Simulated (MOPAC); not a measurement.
MOPAC input (AM1):

```
AM1 1SCF CHARGE=1 GEO-OK AUX(PRECISION=9) THREADS=1
H6BN2O

N     0.22388800 1    1.42392500 1   -0.20708900 1
B     0.13940900 1    0.07031500 1    0.05861100 1
N     0.95879500 1   -0.82283000 1    0.72225800 1
O    -1.12311700 1   -0.58582100 1   -0.50193300 1
H    -0.55562800 1    2.03142600 1   -0.40170200 1
H     1.08701500 1    1.92930000 1   -0.07916400 1
H     0.97303900 1   -1.81855600 1    0.56974900 1
H     1.71913900 1   -0.50629400 1    1.30374900 1
H    -1.62810400 1   -0.20717700 1   -1.23923000 1
H    -1.58635200 1   -1.30136900 1   -0.03717800 1
```

From the output:

```
                                                       MOPAC v23.2.5 Linux

          FINAL HEAT OF FORMATION =         53.29023 KCAL/MOL =     222.96632 KJ/MOL

          COSMO AREA              =         98.78 SQUARE ANGSTROMS
          COSMO VOLUME            =         80.03 CUBIC ANGSTROMS

          IONIZATION POTENTIAL    =         15.043162 EV
          HOMO LUMO ENERGIES (EV) =        -15.043 -5.269
          NO. OF FILLED LEVELS    =         12
          MOLECULAR WEIGHT        =         60.8702         POINT GROUP:  C2

          MOLECULAR DIMENSIONS (Angstroms)

            Atom       Atom       Distance
            H     7    H     5     4.25475
            H     6    H    10     3.70074
            H     9    H     8     1.77649

          SCF CALCULATIONS        =          1

   ATOM   CHEMICAL          X               Y               Z
  NUMBER   SYMBOL      (ANGSTROMS)     (ANGSTROMS)     (ANGSTROMS)

     1       N          0.22388800  *   1.42392500  *  -0.20708900  *
     2       B          0.13940900  *   0.07031500  *   0.05861100  *
     3       N          0.95879500  *  -0.82283000  *   0.72225800  *
     4       O         -1.12311700  *  -0.58582100  *  -0.50193300  *
     5       H         -0.55562800  *   2.03142600  *  -0.40170200  *
     6       H          1.08701500  *   1.92930000  *  -0.07916400  *
     7       H          0.97303900  *  -1.81855600  *   0.56974900  *
     8       H          1.71913900  *  -0.50629400  *   1.30374900  *
     9       H         -1.62810400  *  -0.20717700  *  -1.23923000  *
    10       H         -1.58635200  *  -1.30136900  *  -0.03717800  *

                             CARTESIAN COORDINATES

   1    N        0.223888000     1.423925000    -0.207089000
   2    B        0.139409000     0.070315000     0.058611000
   3    N        0.958795000    -0.822830000     0.722258000
   4    O       -1.123117000    -0.585821000    -0.501933000
   5    H       -0.555628000     2.031426000    -0.401702000
   6    H        1.087015000     1.929300000    -0.079164000
   7    H        0.973039000    -1.818556000     0.569749000
   8    H        1.719139000    -0.506294000     1.303749000
   9    H       -1.628104000    -0.207177000    -1.239230000
  10    H       -1.586352000    -1.301369000    -0.037178000

           Empirical Formula: H6 N2 O B  =    10 atoms

      MOLECULAR POINT GROUP   :   C2

                  EIGENVALUES
 -45.10981 -39.29729 -37.57257 -27.24998 -26.36326 -23.71979 -21.88454 -20.90591
 -20.66795 -20.39189 -16.82762 -15.04316  -5.26891  -2.40639  -2.08518  -0.79172
  -0.40551  -0.23936   0.92138   1.28667   2.37471   3.01644

              NET ATOMIC CHARGES AND DIPOLE CONTRIBUTIONS

  ATOM NO.   TYPE          CHARGE      No. of ELECS.   s-Pop       p-Pop
    1          N          -0.435499        5.4355     1.44325     3.99225
    2          B           0.403725        2.5963     1.05500     1.54128
    3          N          -0.433315        5.4333     1.44307     3.99025
    4          O          -0.297299        6.2973     1.70839     4.58890
    5          H           0.247747        0.7523     0.75225
    6          H           0.268903        0.7311     0.73110
    7          H           0.249921        0.7501     0.75008
    8          H           0.268825        0.7312     0.73117
    9          H           0.362904        0.6371     0.63710
   10          H           0.364088        0.6359     0.63591
 DIPOLE           X         Y         Z       TOTAL
 POINT-CHG.    -2.080    -0.852    -0.673     2.346
 HYBRID        -0.553    -0.142    -0.146     0.589
 SUM           -2.633    -0.994    -0.818     2.931

          ATOMIC ORBITAL ELECTRON POPULATIONS

     Atom    s        px        py        pz
    1  N   1.44325   1.16874   1.08271   1.74081
    2  B   1.05500   0.46205   0.61566   0.46357
    3  N   1.44307   1.36269   1.11991   1.50764
    4  O   1.70839   1.49328   1.56812   1.52751
    5  H   0.75225
    6  H   0.73110
    7  H   0.75008
    8  H   0.73117
    9  H   0.63710
   10  H   0.63591

 **********************
 *                    *
 * JOB ENDED NORMALLY *
 *                    *
 **********************

 == MOPAC DONE ==
```

The dipole moment of an ion depends on the origin.

The geometry given is a B3LYP-D3(BJ)/def2-TZVP minimum.
